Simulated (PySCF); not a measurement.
C₃H₉OSi (doublet state).
SMILES with atom numbers: `[CH3:1][CH2:2][SiH:3][O:4][CH3:5]` (hydrogens: H6, H7, H8 on C1; H9, H10 on C2; H11 on Si3; H12, H13, H14 on C5)

Structure used (GFN2-xTB), in Å, numbered top down from 1:
```xyz
14
C3H9OSi angstrom
C     -1.9883   -0.0907    0.3124
C     -1.3562    1.2736    0.0508
Si     0.3404    1.1348   -0.7846
O      1.2135    0.2428    0.2758
C      2.5282   -0.1911    0.1805
H     -2.9489    0.0212    0.8150
H     -2.1541   -0.6262   -0.6206
H     -1.3402   -0.6942    0.9435
H     -2.0149    1.8616   -0.5886
H     -1.2718    1.8129    0.9946
H      0.3420    0.4695   -2.0940
H      2.7778   -0.4960   -0.8392
H      2.6566   -1.0436    0.8500
H      3.2151    0.6051    0.4823
```

The hyperfine couplings belong to this conformer and change with its torsions.

Computed, not measured: UKS B3LYP, pcH-1 on C H O Si, non-relativistic, mean-field spin-orbit, GIAO in PySCF 2.14.0. One conformer (not necessarily the lowest) at the GFN2-xTB geometry, without solvent, vibrations or thermal averaging. A GFN2-xTB geometry isn't a minimum of the functional, and hyperfine couplings can be far from their values at a DFT geometry, by a factor of two or more for some ions and for spin on atoms past the first row. No stability test was run, so a lower SCF solution isn't excluded.

(1) Match the computed a_iso(13C) values +42.5, +22.7 MHz with the sites C1; C2.

(2) Match the computed a_iso(1H) values +120.6, +6.0, +3.0, -2.3 MHz (means over equivalent nuclei) with the sites H6/H7/H8; H9/H10; H11; H12/H13/H14.

Answers

(1) 
```csv
site,a_iso (MHz),ρ(0) (bohr⁻³),position,distance from Si3 (Å),spin population,largest |T| (MHz)
C1,+22.7,+0.0202,2 bonds from Si3,2.85,+0.01,4.8
C2,+42.5,+0.0378,1 bond from Si3,1.90,+0.03,10.7
```

(2) 
| site | a_iso (MHz) | ρ(0) (bohr⁻³) | position | distance from Si3 (Å) | bound to | spin population there | largest \|T\| (MHz) |
| --- | --- | --- | --- | --- | --- | --- | --- |
| H6/H7/H8 | +6.0 | +0.0014 | 3 bonds from Si3 | 3.30 | C1 | +0.01 | 3.1 |
| H9/H10 | -2.3 | -0.0005 | 2 bonds from Si3 | 2.48 | C2 | +0.03 | 7.0 |
| H11 | +120.6 | +0.0270 | 1 bond from Si3 | 1.47 | Si3 | +0.84 | 8.2 |
| H12/H13/H14 | +3.0 | +0.0007 | 3 bonds from Si3 | 3.23 | C5 | -0.01 | 4.1 |

ρ(0) is the spin density at the nucleus and T the dipolar tensor; a_iso includes a spin–orbit part; entries for several nuclei are means. The Mulliken spin populations are largest on Si3 (+0.84) and O4 (+0.07). Si3 is the only atom above +0.15. The angles at Si3 add up to 327.9°, so it is pyramidal.

Means are taken over nuclei equivalent by connectivity, which assumes that they swap fast. The three 1H nuclei of mean +6.0 MHz run from -0.8 to 18.1 MHz in the frozen geometry. The three 1H nuclei of mean +3.0 MHz run from 0.7 to 5.9 MHz in the frozen geometry.
